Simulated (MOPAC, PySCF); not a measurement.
[Nb(F)4(OH)], neutral singlet in the gas phase. 

Cartesian coordinates (Å):
```xyz
7

Nb    -0.0674     0.0084     0.0629
F      1.2799    -0.7957     1.0771
F     -1.2025    -0.1577    -1.4116
F      1.2771     0.3191    -1.1985
F     -1.2110    -1.2186     0.8890
O     -0.4219     1.6260     0.8313
H     -0.6183     2.4734     1.2431
```
Charge 0, spin multiplicity 1.

All levels are single points at this geometry (r2SCAN-D4/def2-SVP); Pople sets use spherical d functions. Orbital energies aren't observables, and empty levels follow the basis.

TPSSh-D3(BJ)/def2-TZVP in PySCF gives dipole (D) = 3.82.

Task: Estimate the dipole (D) from each of these levels: PBE-D3(BJ)/def2-TZVP in PySCF; B3LYP/6-311+G** (LANL2DZ on Nb) in PySCF; BP86/6-31G* (LANL2DZ on Nb) in PySCF; SVWN5/6-31G* (LANL2DZ on Nb) in PySCF; PM6 in MOPAC.

Result: 
```tsv
level	dipole (D)
PBE-D3(BJ)/def2-TZVP in PySCF	3.74
B3LYP/6-311+G** (LANL2DZ on Nb) in PySCF	4.07
BP86/6-31G* (LANL2DZ on Nb) in PySCF	3.71
SVWN5/6-31G* (LANL2DZ on Nb) in PySCF	3.79
PM6 in MOPAC	4.30
```
